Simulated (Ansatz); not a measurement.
# Worked example: GeH2(GeH3)Cl + C2H5O → GeH(GeH3)Cl + C2H6O

Species: GeH2(GeH3)Cl, singlet; C2H5O (methoxymethyl) `[CH2]OC`, doublet; GeH(GeH3)Cl, doublet; C2H6O (dimethyl ether) `COC`, singlet. A radical takes H: the energy is the difference in strength between the Ge–H bond broken and the C–H bond made.

Shapes, held fixed at every level: PBE0-D4/def2-TZVP. Flexible molecules stand in one conformer, not always the lowest. Programs: Ansatz 0.2.0. The zero-point and thermal change to 298 K, harmonic and unscaled (PBE0-D4/def2-TZVP), is +12.8 kJ/mol.

At CCSD(T)/def2-TZVPP; 1 Eh = 2625.50 kJ/mol:

```
     species   energy (Eh)
GeH2(GeH3)Cl  -4613.980521
       C2H5O   -154.118253
 GeH(GeH3)Cl  -4613.343899
       C2H6O   -154.781379
```

Q: Work out ΔH(298 K) of the reaction at this level.

A: 
1. Products less reactants: (-4613.343899) + (-154.781379) − [(-4613.980521) + (-154.118253)] = -0.026504 Eh = -69.6 kJ/mol.
2. With the thermal change: -69.6 + (+12.8) = -56.8 kJ/mol.

Other levels give -61.7 (B3LYP-D4/def2-TZVPP) to -43.2 kJ/mol (HF/def2-SVP). No measured value is set beside it here. Open shells run unrestricted. Relativity is left out for Ge. Outer-core shells of Ge are correlated in most correlated rows, in sets that cover them unevenly.
